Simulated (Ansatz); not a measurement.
```yaml
crystal:
  periodic: [false, false, false]
  atoms:
    - {symbol: Y, position_ang: [0.005669, 0.040450, 0.038020]}
    - {symbol: Cl, position_ang: [2.401938, -0.045539, 0.071343]}
    - {symbol: Cl, position_ang: [-1.210825, 2.111125, 0.025958]}
    - {symbol: Cl, position_ang: [-1.269989, -2.099541, -0.033898]}
basis:
  gaussian: {orbitals: def2-mTZVPP, fitting: {mean_field: def2-universal-jkfit}}
magnetization: {spin_polarized: true, initial_magnetization: 2}
hamiltonian: {xc: {name: SPW92}}
scf: {lower_state_search: off}
output: {forces: true}
```

```sh
$ ansatz run in.yaml --threads 4 --pin off --events-out ev --progress --plain --max-ram 3916MiB
```

Output, abridged:

```
Functional definition: SPW92
639 factors; integrals over basis functions are off by at most 1.1e-1 eV
mean field evaluation 1: about -38488.1524 eV, gradient 1.6e1 eV
mean field evaluation 2: about -38483.1655 eV, gradient 3.2e1 eV
mean field evaluation 4: about -38488.0982 eV, gradient 1.4e1 eV
mean field evaluation 8: about -38490.0641 eV, gradient 7.0e-3 eV
mean field -38490.06405585 eV, -1414.4837645500 hartree, gradient 6.3e-6 eV, S^2 2.001120; 0 other end points of the search recorded, 0 dependent functions left out
reference -38490.06411326 eV, -1414.4837666598 hartree; 32, 30 occupied and 82, 84 virtual orbitals, 639 factors
Total energy: -38490.06411326 eV, -1414.4837666598 hartree
Atom 0 at     0.005669     0.040450     0.038020 Å, force    -0.436228    -0.666089    -0.005539 eV/Å
Atom 1 at     2.401938    -0.045539     0.071343 Å, force     1.237576    -0.036627     0.019117 eV/Å
Atom 2 at    -1.210825     2.111125     0.025958 Å, force    -0.601134     1.039133    -0.004031 eV/Å
Atom 3 at    -1.269989    -2.099541    -0.033898 Å, force    -0.200214    -0.336417    -0.009547 eV/Å
Dipole moment:    -0.001859    -0.002152     0.000240 e Å
Checks for a lower state left out: stability, starts, cluster_reference, orbital_swaps, neighbouring_geometries, increment
```

Run time 1.1 s (4 threads of Arm Neoverse V1 on a shared host).

In the def2 sets Y takes a core potential; there is no spin–orbit coupling.
